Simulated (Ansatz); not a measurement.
Reactions of `[CH3][GaH][Se]C`.

Isolated molecules relaxed with PBE0-D4/def2-TZVP in Ansatz; ΔE leaves out vibrations. CCSD(T)/CBS is the MP2 limit (def2-TZVPP, def2-QZVPP) plus CCSD(T) − MP2 in def2-TZVPP, frozen cores. This one scheme is used for every species. Functionals use def2-TZVPP. B3LYP here is the variant with VWN-RPA as its local correlation; programs differ in this. def2 core potentials past Kr. For Ga, Se, Zr outer-core shells are correlated without core-valence functions, which leaves a few kJ/mol of doubt a bond. Scalar relativity is left out up to krypton. One conformer a species, not always the lowest.

| reaction | PBE-D4 (kJ/mol) | B3LYP-D4 (kJ/mol) | CCSD/CBS(def2) (kJ/mol) | r2SCAN-D4 (kJ/mol) |
| --- | --- | --- | --- | --- |
| `[CH3][GaH][Se]C` + `OBCCl` → `COBCCl` + `C[Se][GaH2]` | 96 | 91 | 99 | 98 |
| `[CH3][GaH][Se]C` → `[CH3][Ga]([CH3])[SeH]` | -44 | -44 | -50 | -47 |
| `[CH3][GaH][Se]C` + `[SiH3][SeH]` → `C[Se][Se][SiH3]` + `[CH3][GaH2]` | 91 | 93 | 103 | 100 |
| `[CH3][GaH][Se]C` + `[SiH3]Cl` → `C[Se][SiH2]Cl` + `[CH3][GaH2]` | 47 | 52 | 53 | 50 |
| `[CH3][GaH][Se]C` + `C#[C][Zr]([OH])([F])[O]C` → `C[O][Zr]([OH])([F])[Se]C` + `C#[C][GaH][CH3]` | 10 | 10 | 6 | 7 |
| `[CH3][GaH][Se]C` + `[BH2][AlH2]` → `C[Se][BH][AlH2]` + `[CH3][GaH2]` | -7 | 5 | 9 | -2 |
| `[CH3][GaH][Se]C` + HCl → `[CH3][GaH][Cl]` + `C[SeH]` | -17 | -22 | -21 | -23 |
| `[CH3][GaH][Se]C` + `NB1CO1` → `[CH3][GaH][NH2]` + `C[Se]B1CO1` | 100 | 106 | 97 | 100 |
| `[CH3][GaH][Se]C` + CH₃OH → `C[O][GaH][CH3]` + `C[SeH]` | 49 | 44 | 48 | 45 |
| `[CH3][GaH][Se]C` + `C=N` → `C=[N][GaH][CH3]` + `C[SeH]` | 84 | 82 | 87 | 83 |

Question: Give the CCSD(T)/CBS values in the same order. (Estimate.)

Answer: The calculation gave: 101, -49, 102, 53, 4, 4, -18, 94, 48, 88 kJ/mol.

Largest T1 diagnostic: 0.017, for `C#[C][Zr]([OH])([F])[O]C`.
